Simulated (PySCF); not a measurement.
Unknowns

How the numbers were obtained: NMR shieldings at PBE0/pcSseg-1/GIAO, geometry from GFN2-xTB, B3LYP/pcJ-1 coupling constants (spin–dipole term left out of most H,H and C,H couplings), in PySCF 2.14 (no relativistic terms, isolated molecule, one computed conformer, equivalent nuclei averaged).

δ = σ(ref) − σ, references computed at the same level: TMS for 1H (σ = 31.72 ppm) and 13C (σ = 186.93 ppm). Multiplet labels drop J under 1 Hz and among equivalent protons, and merge close values. Unscaled 3J(H,H) run several per cent high. Splittings of carbon signals by F and P are missing where no couplings were computed. Where no couplings were computed, multiplicities follow the n + 1 count of equivalent neighbours, and m marks all less simple cases (inequivalent or close neighbours, rings, F or P nearby). One-bond C–F couplings are unscaled and too large by tens of Hz. Shifts are as computed. Against solution values, carbons near 30 ppm lie about +3 ppm off and those near 130 ppm about +5 ppm. Of 1309 compounds with measured shifts, 239 miss one by over three times the rms of a fit or turn the order of signals round; such compounds aren't used in these exercises.

Problem. C$_{4}$H$_{4}$F$_{2}$. 1H NMR (400 MHz, computed): δ 7.49 (m, 1H), 6.85 (m, 1H), 5.91 (dtd, J = 18.8, 2.7, 1.3 Hz, 1H), 5.68 (dtd, J = 12.9, 2.7, 2.1 Hz, 1H). 13C{1H} NMR (computed): δ 162.9 (dd, J = 304.6, 29.4 Hz), 150.7 (dd, J = 330.7, 65.7 Hz), 129.9 (dd, J = 18.3, 5.3 Hz), 121.9 (d, J = 2.5 Hz). Identify the compound.

Solution. SMILES C(/C=C)(F)=C/F. Rings plus π bonds: 2 (no ring in the answer). 4 carbon signals for 4 carbons: no two carbons are equivalent. Carbon types of the structure: 1 × C, 2 × CH, 1 × CH2, which accounts for all hydrogens. δC 162.9: fully substituted alkene carbon; an sp2 carbon of a C=C bond. δC 150.7, 129.9: alkene CH; an sp2 carbon of a C=C bond. δC 121.9: terminal =CH2 carbon; the olefinic region. δH 5.91, 5.68: hydrogen on a terminal =CH2 carbon; a vinylic proton, deshielded by the sp2 carbon and the C=C anisotropy.

The shifts were computed for this structure.

Problem. C$_{6}$H$_{10}$O$_{2}$Si. 1H NMR (400 MHz, computed): δ 6.77 (br s, 1H), 5.99 (br s, 1H), 5.85 (br s, 1H), 5.50 (br s, 1H), 5.49 (s, 1H), 5.31 (m, 1H), 5.21 (m, 1H), 3.64 (s, 3H). 13C{1H} NMR (computed): δ 155.1 (C), 147.9 (C), 130.2 (CH2), 114.7 (CH2), 110.7 (CH), 56.5 (CH3). Give a structure.

Solution. SMILES O1[SiH2]C(=C)C(=C)[C@H]1OC. The formula gives 3 degrees of unsaturation (1 ring in the answer). 6 carbon signals for 6 carbons: no two carbons are equivalent. Carbon types of the structure: 2 × C, 1 × CH, 2 × CH2, 1 × CH3, leaving 2 H on heteroatoms. δC 155.1, 147.9: fully substituted alkene carbon; the olefinic region. δC 130.2, 114.7: terminal =CH2 carbon; as expected for a trigonal carbon in a double bond. δC 110.7: sp3 carbon bearing two oxygens; 2 electronegative neighbours deshield it. δH 5.49: hydrogen on an sp3 carbon bearing two oxygens; its carbon carries O, which withdraws density.

The shifts were computed for this structure.

Problem. C$_{6}$H$_{10}$O$_{2}$Si. 1H NMR (300 MHz, computed): δ 10.49 (d, 1H), 6.02 (br s, 1H), 5.71 (br s, 1H), 4.59 (m, 1H), 4.54 (m, 1H), 4.50 (m, 1H), 4.49 (m, 1H), 4.29 (m, 1H), 1.44 (m, 1H), 1.14 (m, 1H). 13C{1H} NMR (computed): δ 214.7 (CH), 149.9 (C), 133.9 (CH2), 84.0 (CH), 78.7 (CH2), 9.6 (CH2). What is it?

Solution. SMILES C=C1CO[C@H](C=O)C[SiH2]1. Rings plus π bonds: 3 (1 ring in the answer). 6 carbon signals for 6 carbons: no two carbons are equivalent. Carbon types of the structure: 1 × C, 2 × CH, 3 × CH2, leaving 2 H on heteroatoms. δC 214.7: aldehyde carbonyl carbon; the double bond to the heteroatom, with no lone-pair donor beside it, deshields it most. δC 84.0: sp3 CH bonded to O, α to a carbonyl; pulled downfield by the heteroatom. δC 78.7: allylic sp3 CH2 bonded to O; pulled downfield by the heteroatom. δH 10.49: hydrogen on an aldehyde carbonyl carbon; the C=O anisotropy and electron withdrawal place aldehyde protons far downfield.

The data come from this structure; uniqueness wasn't tested.

Problem. C$_{5}$H$_{7}$FOSi. 1H NMR (600 MHz, computed): δ 12.13 (m, 1H), 5.12 (m, 1H), 4.84 (m, 1H), 2.16 (d, 1H), 1.69 (m, 3H). 13C{1H} NMR (computed): δ 242.7 (CH), 108.8 (CH), 87.4 (CH), 81.6 (C), 20.6 (CH3). Identify the compound.

Solution. SMILES C#C[Si@@H](C=O)[C@@H](C)F. Rings plus π bonds: 3 (no ring in the answer). 5 carbon signals for 5 carbons: no two carbons are equivalent. Carbon types of the structure: 1 × C, 3 × CH, 1 × CH3, leaving 1 H on heteroatoms. δC 242.7: carbonyl carbon. δC 108.8: terminal alkyne carbon. δC 87.4: sp3 CH bonded to F and Si; pulled downfield by the heteroatom. δC 81.6: alkyne carbon; sp carbons lie upfield of alkene carbons because the cylindrical π system leaves one tensor component strongly shielded.

The data come from this structure; uniqueness wasn't tested.
